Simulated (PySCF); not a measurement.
**Exercise with solution: chemical shift, span and skew from a shielding tensor**

AlFH₄N₂, SMILES [NH2][Al]([NH2])[F]. Atoms are numbered in the order given.

```xyz
8

Al     0.0000     0.0000     0.0240
F      0.0000     0.0000     1.6910
N      0.0000    -1.5564    -0.8043
H      0.0000    -1.6967    -1.8070
H      0.0000    -2.4504    -0.3281
N      0.0000     1.5564    -0.8043
H      0.0000     1.6967    -1.8070
H      0.0000     2.4504    -0.3281
```

The structure is a stationary point at PBE0-D3(BJ)/def2-SVP. One conformer was computed; it need not be the lowest.

GIAO shieldings from PySCF with PBE0/pcSseg-1, non-relativistic, no solvent. The symmetric part of the tensor of N3 has the principal values 235.4, 283.7, 287.4 ppm. The same nucleus in NH3 has σ = 267.4 ppm at this level (PySCF, at its B3LYP-D3(BJ)/def2-TZVP geometry).

Question: Work out the isotropic shielding, the ¹⁵N shift against NH3, the span and the skew.

Answer: 
σ(iso) = (σ11 + σ22 + σ33)/3 = 268.8 ppm. δ = σ(ref) − σ(iso) = 267.4 − (268.8) = -1.4 ppm.
Span Ω = σ33 − σ11 = 52.0 ppm. Skew κ = 3(σ(iso) − σ22)/Ω = -0.86. Tumbling in solution averages the tensor to δ; in a static solid the shielding alone would spread this spin-1/2 line over Ω.
